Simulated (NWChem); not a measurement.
Correlation energy of HBCl

```
B
H 1 1.2070
Cl 1 1.7187 2 123.29
```
Charge 0, spin multiplicity 2.

All runs are NWChem calculations. All single points use one geometry, from UPBE0/def2-SVP, a minimum by its harmonic frequencies.

Basis set: 3-21G. Each correlation energy counts from its own Hartree-Fock reference.

```json
[
 {"method": "UMP2", "correlation energy (mHa)": "-83.8"},
 {"method": "SCS-UMP2", "correlation energy (mHa)": "-84.7"},
 {"method": "CCSD on UHF", "correlation energy (mHa)": "-99.7"},
 {"method": "CCSD[T] on UHF", "correlation energy (mHa)": "-102.8"},
 {"method": "CCSD(T) on UHF", "correlation energy (mHa)": "-102.2"},
 {"method": "CCSD on ROHF", "correlation energy (mHa)": "-100.4"},
 {"method": "CCSD[T] on ROHF", "correlation energy (mHa)": "-103.7"},
 {"method": "CCSD(T) on ROHF", "correlation energy (mHa)": "-103.0"},
 {"method": "CCSDT on ROHF", "correlation energy (mHa)": "-103.5"}
]
```

The values span 19.9 mHa, from CCSD[T] on ROHF (lowest) to UMP2 (highest). 

The correlated methods keep 6 core orbitals frozen. The structure started from a generated list of species. The unpaired electrons of the parent sit in orbitals of symmetry a' (Cs labels of the run); other states weren't searched. The stability of the SCF solutions was not checked. Open-shell Hartree-Fock references start from PBE0 orbitals. Coupled-cluster values serve here as a point of comparison, not as the truth.
